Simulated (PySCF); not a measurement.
# Electronic absorption of (HAlNH)3 ring

(HAlNH)3 ring, Al3H6N3.
Z-matrix (Å and degrees, PBE0-D3(BJ)/def2-SVP geometry), rows numbered from 1:
```
Al
H   1  1.5858
N   1  1.7938  2  122.58
Al  3  1.7937  1  125.07  2  -179.89
H   4  1.5857  3  122.59  1   179.62
N   4  1.7937  3  114.92  1    -0.33
Al  6  1.7939  4  125.11  3     0.28
H   7  1.5861  6  122.54  4  -179.98
N   1  1.7937  2  122.52  3  -179.99
H   3  1.0176  1  117.35  2    -0.19
H   6  1.0176  4  117.47  3  -179.81
H   9  1.0177  1  117.49  2    -0.07
```

Method used: PySCF, TDDFT CAM-B3LYP/def2-SVPD, vertical, gas phase, core orbitals frozen in the response.

Problem. What does the calculation give for the low-lying excited states?

Solution. 

```
state  E (eV)  E (kJ/mol)  λ (nm)       f  symmetry         main configurations (H = HOMO, L = LUMO)
   S1    6.00         578   206.8  0.0000         –                                   H-1/H→L (≥80%)
   S2    6.00         579   206.8  0.0000         –                                   H-1/H→L (≥80%)
   S3    6.10         589   203.2  0.0000         –                             H-1/H→L+1/L+2 (≥87%)
   S4    6.64         641   186.7   0.159        E′                             H-1/H→L+1/L+2 (≥76%)
   S5    6.64         641   186.7   0.159        E′                             H-1/H→L+1/L+2 (≥76%)
   S6    6.70         646   185.2   0.094       A2″  H-1/H→L+4 (≥28%), H-1/H→L+3 (≥28%), H-4→L (14%)
   S7    6.95         671   178.4  0.0001         –                             H-1/H→L+1/L+2 (≥84%)
   S8    6.98         673   177.8   0.213       A2″                           H-3/H-2→L+1/L+2 (≥74%)
   S9    7.13         688   173.9  0.0000         –               H-1/H→L+4 (≥31%), H-1/H→L+3 (≥20%)
  S10    7.13         688   173.8  0.0000         –               H-1/H→L+3 (≥32%), H-1/H→L+4 (≥20%)
  S11    7.17         692   173.0  0.0000         –                           H-3/H-2→L+1/L+2 (≥55%)
  S12    7.17         692   173.0  0.0000         –                           H-3/H-2→L+1/L+2 (≥55%)
  S13    7.38         712   167.9   0.117        E′                                 H-3/H-2→L (≥74%)
  S14    7.39         713   167.9   0.116        E′                                 H-3/H-2→L (≥74%)
```

Triplets (Tamm–Dancoff): T1 5.69 eV, H-1/H→L (≥70%); T2 5.69 eV, H-1/H→L (≥70%); T3 5.92 eV, H-1/H→L+1/L+2 (≥81%); T4 5.92 eV, H-1/H→L+1/L+2 (≥62%), H-1/H→L+5 (≥15%).

The lowest singlet level (S1/S2) comes at 207 nm (578 kJ/mol) in the ultraviolet; it is dark (f under 0.0005). The strongest level in the table is S4/S5 at 6.64 eV (187 nm, f = 0.317 summed). S1/S2, S4/S5, S9/S10, S11/S12 and S13/S14 lie within about 0.01 eV of each other in each set; the point group D3h has degenerate representations, and within a degenerate level the listed configurations can mix freely. Löwdin shares by element: HOMO (one of a set within 0.03 eV) nitrogen 73% or more, aluminium 13% or more; LUMO aluminium 81% (atoms not listed hold the other 19%). The listed states span 1.39 eV, and the widest gap between neighbours is 0.54 eV (S3 to S4). Orbital energies (eV): HOMO-3 -9.64, HOMO-2 -9.64, HOMO-1 -8.76, HOMO -8.76, LUMO 0.24, LUMO+1 0.69, LUMO+2 0.69. Of the 14 states listed, 6 reach f = 0.01 and 8 stay under 0.0005. Symmetry labels in D3h follow from the direction of the transition dipole and are given only for states with f of 0.002 or more. Orbitals of the list HOMO-3 to LUMO+2 that lie within 0.01 eV of each other are written together with a slash and their weights summed (≥ marks a lower bound); for degenerate orbitals outside that list single weights are arbitrary. Only the lowest 15 singlets were computed, as vertical energies without vibronic structure. The highest level found (7.45 eV, f 0.0000 so far) is left out, since the window may have cut off a degenerate partner.

The run took 80 s of wall time (with the writing of density and orbital grids) on an AMD EPYC with one thread, shared host with 64 logical CPUs at a one-minute load of 56, and the process peaked at 0.86 GiB of memory.

One conformer stands for the species.
